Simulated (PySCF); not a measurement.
# Spinor energies of As (arsenic, neutral)

Start: [Ar] 3d10 4s2 4p2 5s1; 4p3/2 filled at m_j = +1/2, +3/2; 5s1/2 filled at m_j = +1/2. Calculated with PySCF 2.14 in x2c-SVPall-2c with one added diffuse shell each of s, p, d type (6s7p4d, 47 functions): generalised Hartree-Fock with the X2C-1e Hamiltonian and a Gaussian nucleus; one run each with spin-orbit coupling (SO) switched off, then screened by Boettger's factors. This is a chosen level, not necessarily the ground level.

```json
{"spinor shell": "1s1/2", "electrons": "2", "ε, spin-free (eV)": "-11944.9", "ε, screened SO (eV)": "-11944.8", "weight of nominal j (screened SO)": "1.000", "rms radius, screened SO (bohr)": "0.0525"}
{"spinor shell": "2s1/2", "electrons": "2", "ε, spin-free (eV)": "-1576.1", "ε, screened SO (eV)": "-1576.1", "weight of nominal j (screened SO)": "1.000", "rms radius, screened SO (bohr)": "0.219"}
{"spinor shell": "2p1/2", "electrons": "2", "ε, spin-free (eV)": "-1378.1", "ε, screened SO (eV)": "-1403.3", "weight of nominal j (screened SO)": "1.000", "rms radius, screened SO (bohr)": "0.194"}
{"spinor shell": "2p3/2", "electrons": "4", "ε, spin-free (eV)": "-1378.1", "ε, screened SO (eV)": "-1366.0", "weight of nominal j (screened SO)": "1.000", "rms radius, screened SO (bohr)": "0.197"}
{"spinor shell": "3s1/2", "electrons": "2", "ε, spin-free (eV)": "-229.93", "ε, screened SO (eV)": "-229.96", "weight of nominal j (screened SO)": "1.000", "rms radius, screened SO (bohr)": "0.640"}
{"spinor shell": "3p1/2", "electrons": "2", "ε, spin-free (eV)": "-166.22", "ε, screened SO (eV)": "-169.88", "weight of nominal j (screened SO)": "0.999", "rms radius, screened SO (bohr)": "0.661"}
{"spinor shell": "3p3/2", "electrons": "4", "ε, spin-free (eV)": "-166.22", "ε, screened SO (eV)": "-164.48", "weight of nominal j (screened SO)": "0.999", "rms radius, screened SO (bohr)": "0.670"}
{"spinor shell": "3d3/2", "electrons": "4", "ε, spin-free (eV)": "-61.085", "ε, screened SO (eV)": "-61.591", "weight of nominal j (screened SO)": "0.984", "rms radius, screened SO (bohr)": "0.748"}
{"spinor shell": "3d5/2", "electrons": "6", "ε, spin-free (eV)": "-61.085", "ε, screened SO (eV)": "-60.799", "weight of nominal j (screened SO)": "0.989", "rms radius, screened SO (bohr)": "0.752"}
{"spinor shell": "4s1/2", "electrons": "2", "ε, spin-free (eV)": "-22.676", "ε, screened SO (eV)": "-22.695", "weight of nominal j (screened SO)": "0.999", "rms radius, screened SO (bohr)": "2.06"}
{"spinor shell": "4p3/2", "electrons": "2", "ε, spin-free (eV)": "-13.207", "ε, screened SO (eV)": "-13.164", "weight of nominal j (screened SO)": "0.772", "rms radius, screened SO (bohr)": "2.57"}
{"spinor shell": "5s1/2", "electrons": "1", "ε, spin-free (eV)": "-3.086", "ε, screened SO (eV)": "-3.087", "weight of nominal j (screened SO)": "1.000", "rms radius, screened SO (bohr)": "5.74"}
```

| quantity | spin-free | screened SO |
| --- | --- | --- |
| E (hartree) | -2258.37973 | -2258.45339 |
| M_J | 5/2 | 5/2 |
| ⟨J²⟩ | 8.760 | 8.757 |
| ⟨L²⟩ | 2.008 | 2.075 |
| ⟨S²⟩ | 3.752 | 3.707 |

Each row is a mean over spinors that exchange with the open shell spreads, by up to 5.141 eV (4s1/2).

Rows whose weight is well below 1 are mixtures of j = l ± 1/2: exchange outweighs spin-orbit coupling there, and the label is only the starting occupation.

Without spin-orbit coupling the j labels of p, d and f shells carry no meaning; the spin-free column gives the mean over the occupied spinors of each nl shell.
